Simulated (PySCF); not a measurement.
Distorted geometries of [Dy(PH3)2]3+

[Dy(PH3)2]3+ (singlet in the valence; each metal's 4f electrons, 9 of them, lie in its core potential, out of spins and levels). PySCF 2.14.0, RKS BP86, Dy lcecp-1-SVP with ECP55, P def2-SVP, H def2-SVP; non-relativistic Hamiltonian with scalar-relativistic core potentials where named; density fitting; no spin-orbit coupling. Relaxed geometry:

```xyz
9

Dy    0.2356   -1.3657    0.0000
P    -0.0170    0.1877    2.4697
H     1.2490    0.5116    3.0646
H    -0.7009    1.4402    2.3260
H    -0.7386   -0.5261    3.4856
P    -0.0170    0.1877   -2.4697
H     1.2490    0.5116   -3.0646
H    -0.7386   -0.5261   -3.4856
H    -0.7009    1.4402   -2.3260
```

Task: Order these distorted geometries by energy above the relaxed one, lowest first.
A.
```xyz
9

Dy    0.2298   -1.2455   -0.0427
P     0.0020    0.1760    2.4970
H     1.3001    0.4944    3.1239
H    -0.7093    1.3530    2.3164
H    -0.7555   -0.5135    3.4364
P    -0.0386    0.2947   -2.5728
H     1.2190    0.5145   -3.0466
H    -0.7705   -0.5314   -3.4587
H    -0.6565    1.3188   -2.2527
```
B.
```xyz
9

Dy    0.2322   -1.3517   -0.0358
P    -0.0329    0.1290    2.4312
H     1.3159    0.5140    3.0020
H    -0.6842    1.4348    2.2531
H    -0.7229   -0.5029    3.4613
P    -0.0164    0.2781   -2.4884
H     1.2699    0.5420   -3.0505
H    -0.7745   -0.5586   -3.4183
H    -0.7666    1.3763   -2.1546
```
C.
```xyz
9

Dy    0.2512   -1.3675    0.0013
P    -0.0379    0.1531    2.4159
H     1.2046    0.4413    3.0943
H    -0.7056    1.4802    2.3595
H    -0.7038   -0.5611    3.4174
P    -0.0014    0.2284   -2.4833
H     1.2577    0.5472   -3.0171
H    -0.7593   -0.5050   -3.5021
H    -0.6850    1.4443   -2.2859
```

Result: C (0.10 eV), B (0.24 eV), A (0.78 eV).

Task: Which forces (eV/Å) act in the one that lies 0.78 eV up?

Result: 
```
Dy   0.06 -0.19 -0.05
P    1.49 -0.24 -0.39
H   -0.72 -0.08 -0.26
H   -0.37  1.02 -0.04
H   -0.44 -0.59  0.72
P    1.88 -5.97  0.10
H    1.37  0.54 -0.80
H   -0.18  0.08 -0.40
H   -3.09  5.43  1.13
```
Forces carry noise of the integration grid, about 0.01 to 0.03 eV/Å.

A frequency check found unstable modes (1, the lowest at -6 cm⁻¹), so the relaxed geometry is a saddle point, or these are noise. An lcecp potential fixes the number of 4f electrons, so in runs with it no electron can move into or out of that shell.
